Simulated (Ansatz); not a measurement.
```xyz
28

C    -2.696   -1.412   -0.298
N    -1.386   -1.176   -0.846
C    -1.199   -1.894   -2.080
Sc   -0.001    0.000   -0.001
N     1.922   -0.172   -0.536
C     2.482   -1.318   -1.205
C     2.924    0.835   -0.301
N    -0.538    1.347    1.381
C    -1.882    1.827    1.572
C     0.372    1.962    2.313
H    -2.828   -0.887    0.654
H    -3.500   -1.076   -0.974
H    -2.874   -2.482   -0.103
H    -1.284   -2.985   -1.947
H    -1.945   -1.608   -2.839
H    -0.213   -1.693   -2.510
H     1.726   -2.095   -1.359
H     3.299   -1.775   -0.625
H     2.899   -1.064   -2.194
H     3.741    0.472    0.344
H     3.390    1.179   -1.239
H     2.493    1.717    0.184
H    -2.271    1.596    2.577
H    -2.569    1.380    0.845
H    -1.951    2.920    1.448
H     1.389    1.578    2.185
H     0.084    1.768    3.359
H     0.417    3.057    2.194
```

Charge 0, multiplicity 1.

(1) List the r2SCAN/def2-TZVPP orbital energies in eV (Ansatz). (Estimate.)

Results:

(1) The calculation gave: Occupied: -4387.72, -474.29, -390.15, -390.11, -390.11, -384.17, -384.17, -384.17, -273.30, -273.30, -273.30, -273.30, -273.30, -273.30, -54.08, -32.55, -32.41, -32.41, -22.75, -22.61, -22.61, -18.03, -18.02, -17.90, -15.24, -15.11, -15.11, -11.70, -11.19, -11.19, -11.06, -11.02, -11.02, -10.97, -10.97, -10.80, -9.44, -9.44, -9.42, -8.95, -8.95, -8.61, -7.39, -7.03, -7.03, -4.89, -4.89, -4.59. Lowest empty: -1.60, -0.41, -0.41, 0.30, 0.30, 0.70, 0.76, 1.68.
